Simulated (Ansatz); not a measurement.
Input for Ansatz (a first-principles code): U-B3LYP/cc-pV(T+d)Z on PO, 2S+1 = 2, a point of a bond scan (R = 4.735 Å). Files ending in .json are basis or fitting sets from the Basis Set Exchange.

Ansatz 0.2 input:
```yaml
crystal:
  periodic: [false, false, false]
  atoms:
    - {symbol: P, position_ang: [-0.00000000, -0.00000000, -0.51471869]}
    - {symbol: O, position_ang: [0.00000000, 0.00000000, 4.22069328]}
basis:
  gaussian:
    orbitals: cc-pV_T+d_Z.json
hamiltonian:
  xc: {name: B3LYP}
magnetization: {spin_polarized: true, initial_magnetization: 1}
```

Program output:

```
WARN ansatz: RAYON_NUM_THREADS=2 ignored (pool sized by the plan → 2); use --threads N
Functional definition: B3LYP
integrals: 0.01 GiB planned
483 factors; their error is unknown
mean field: 0.16 GiB planned
mean field evaluation 1: about -11285.5039 eV, gradient 6.7e1 eV
mean field evaluation 2: about -10768.2024 eV, gradient 1.2e2 eV
mean field evaluation 4: about -11277.3591 eV, gradient 8.6e1 eV
mean field evaluation 8: about -11287.2516 eV, gradient 6.1e1 eV
mean field evaluation 16: about -11330.2118 eV, gradient 3.0e-1 eV
mean field evaluation 32: about -11330.2182 eV, gradient 1.4e-2 eV
mean field -11330.21837543 eV, -416.3778453993 hartree, gradient 6.9e-6 eV, S^2 2.750338; 1 other end points of the search recorded, 0 dependent functions left out
reference -11330.21858523 eV, -416.3778531092 hartree; 12, 11 occupied and 57, 58 virtual orbitals, 483 factors
Total energy: -11330.21858523 eV, -416.3778531092 hartree
```

The run converged. Its determinant has ⟨S²⟩ = 2.75, a mixture of spin states.

Cost: roughly 1.6 core-seconds.
